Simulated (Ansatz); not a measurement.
Born–Oppenheimer molecular dynamics of CH3Au (5 atoms, charge 0, multiplicity 1). It starts from a relaxed structure.

Theory: RKS PBE0-D4/def2-SVP in Ansatz.

```
ensemble                      : NVE (velocity Verlet)
time step                     : 0.5 fs
steps asked                   : 150
starting velocities drawn for : 500 K
seed                          : 301543
```

Frames 1 fs apart, positions in Å.

Velocities at 60 fs (Å/ps):

```
C 5.14 -1.07 5.75
Au -0.49 0.08 -0.26
H 4.87 -0.01 -5.80
H 29.68 1.74 1.76
H -0.22 -3.97 -14.16
```

```xyz
5
Properties=species:S:1:pos:R:3 time_fs=60 energy_less_start_eV=0.094 T=262
C -0.175 0.025 -0.074
Au 1.680 -0.417 0.571
H -0.812 -0.415 0.643
H -0.365 -0.381 -1.110
H -0.249 1.164 -0.091
5
Properties=species:S:1:pos:R:3 time_fs=61 energy_less_start_eV=0.074 T=312
C -0.170 0.025 -0.069
Au 1.679 -0.417 0.571
H -0.814 -0.418 0.642
H -0.334 -0.378 -1.104
H -0.249 1.154 -0.105
5
Properties=species:S:1:pos:R:3 time_fs=62 energy_less_start_eV=0.030 T=423
C -0.164 0.025 -0.066
Au 1.679 -0.417 0.570
H -0.826 -0.426 0.651
H -0.302 -0.374 -1.091
H -0.250 1.134 -0.117
5
Properties=species:S:1:pos:R:3 time_fs=63 energy_less_start_eV=0.022 T=445
C -0.157 0.027 -0.063
Au 1.678 -0.417 0.570
H -0.845 -0.436 0.664
H -0.269 -0.371 -1.075
H -0.251 1.110 -0.127
5
Properties=species:S:1:pos:R:3 time_fs=64 energy_less_start_eV=0.064 T=339
C -0.151 0.028 -0.060
Au 1.678 -0.417 0.570
H -0.864 -0.445 0.675
H -0.236 -0.371 -1.060
H -0.253 1.090 -0.134
5
Properties=species:S:1:pos:R:3 time_fs=65 energy_less_start_eV=0.106 T=231
C -0.145 0.029 -0.057
Au 1.677 -0.417 0.570
H -0.880 -0.449 0.679
H -0.206 -0.376 -1.050
H -0.256 1.080 -0.138
5
Properties=species:S:1:pos:R:3 time_fs=66 energy_less_start_eV=0.103 T=237
C -0.139 0.028 -0.053
Au 1.677 -0.417 0.569
H -0.888 -0.447 0.674
H -0.179 -0.388 -1.047
H -0.261 1.084 -0.141
5
Properties=species:S:1:pos:R:3 time_fs=67 energy_less_start_eV=0.072 T=315
C -0.135 0.026 -0.047
Au 1.677 -0.417 0.569
H -0.888 -0.440 0.659
H -0.155 -0.404 -1.051
H -0.267 1.100 -0.141
5
Properties=species:S:1:pos:R:3 time_fs=68 energy_less_start_eV=0.063 T=338
C -0.131 0.024 -0.042
Au 1.676 -0.416 0.569
H -0.882 -0.428 0.637
H -0.135 -0.423 -1.056
H -0.273 1.121 -0.139
5
Properties=species:S:1:pos:R:3 time_fs=69 energy_less_start_eV=0.098 T=249
C -0.129 0.022 -0.037
Au 1.676 -0.416 0.569
H -0.875 -0.415 0.612
H -0.119 -0.441 -1.060
H -0.278 1.139 -0.134
5
Properties=species:S:1:pos:R:3 time_fs=70 energy_less_start_eV=0.148 T=124
C -0.126 0.021 -0.034
Au 1.676 -0.416 0.569
H -0.871 -0.406 0.591
H -0.107 -0.457 -1.058
H -0.281 1.148 -0.129
5
Properties=species:S:1:pos:R:3 time_fs=71 energy_less_start_eV=0.161 T=88
C -0.123 0.021 -0.032
Au 1.676 -0.416 0.569
H -0.876 -0.402 0.577
H -0.099 -0.468 -1.049
H -0.282 1.146 -0.121
```

Of the whole run (75 fs, mean temperature of the second half 242 K): The conserved energy stayed within 0.39 meV per atom of its start (net change 0.32 meV per atom), so the integration is sound. Over the second half the temperature averaged 0.48 of the 500 K drawn at the start: a run that starts near a minimum puts about half its kinetic energy into the potential. A run of 0.075 ps of so small a system gives no equilibrium averages.

Time of the run: 3.5 min on 1 thread of Arm Neoverse V1 (shared host), peak memory 0.099 GiB.
